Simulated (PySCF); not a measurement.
C₄H₈NPSi₂.
Structure used (GFN2-xTB), in Å, numbered top down from 1:
```xyz
16
C4H8NPSi2 angstrom
Si     2.6086   -0.8612    0.6315
C      1.1610    0.2081    0.0294
C      1.3277    1.4792   -0.4951
P      0.0372    2.4945   -1.0560
C     -1.2851    1.4183   -0.7335
C     -1.1575    0.1537   -0.1833
Si    -2.6379   -0.9856    0.1499
N     -0.0073   -0.4074    0.1724
H      3.8496   -0.1042    0.4348
H      2.6302   -2.0921   -0.1555
H      2.4069   -1.1540    2.0488
H      2.3348    1.8730   -0.5611
H     -2.2805    1.7656   -0.9822
H     -2.4560   -2.2131   -0.6219
H     -3.8592   -0.2902   -0.2714
H     -2.6801   -1.2758    1.5816
```

Three sets of settings were typed for PySCF runs (density fitting) on one GFN2-xTB geometry. Runs with no stated cap are allowed at least 80 cycles.

Problem. One run ended without self-consistency. Which?
A. B3LYP/def2-SVPD
B. PBE0/pcSseg-1
C. TPSS/LANL2DZ, DIIS off, at most 82 cycles

Solution. C. The energy swings between two values 37 Eh apart, cycle after cycle, with a gradient of 6.1e+00 at cycle 82; DIIS was off. Go back to DIIS. Its energy and orbitals aren't self-consistent and shouldn't be used.

The end of its output:
```
cycle  74  E = -129.3774262371  dE =  3.695e+01  |g| = 6.137e+00  |ddm| = 1.475e+02
cycle  75  E = -166.3278507290  dE = -3.695e+01  |g| = 5.260e+00  |ddm| = 1.475e+02
cycle  76  E = -129.3774262371  dE =  3.695e+01  |g| = 6.137e+00  |ddm| = 1.475e+02
cycle  77  E = -166.3278507290  dE = -3.695e+01  |g| = 5.260e+00  |ddm| = 1.475e+02
cycle  78  E = -129.3774262371  dE =  3.695e+01  |g| = 6.137e+00  |ddm| = 1.475e+02
cycle  79  E = -166.3278507290  dE = -3.695e+01  |g| = 5.260e+00  |ddm| = 1.475e+02
cycle  80  E = -129.3774262371  dE =  3.695e+01  |g| = 6.137e+00  |ddm| = 1.475e+02
cycle  81  E = -166.3278507290  dE = -3.695e+01  |g| = 5.260e+00  |ddm| = 1.475e+02
cycle  82  E = -129.3774262371  dE =  3.695e+01  |g| = 6.137e+00  |ddm| = 1.475e+02
SCF not converged, last energy = -129.3774262371
```

The others met their thresholds:

| settings | basis functions | SCF cycles | E (Eh) | HOMO (eV) | LUMO (eV) | dipole (D) |
| --- | --- | --- | --- | --- | --- | --- |
| PBE0/pcSseg-1 | 197 | 14 | -1131.6012 | -7.13 | -2.31 | 0.74 |
| B3LYP/def2-SVPD | 236 | 14 | -1131.9206 | -6.85 | -2.45 | 0.90 |

Cycle counts include a coarse-grid stage where the run had one.
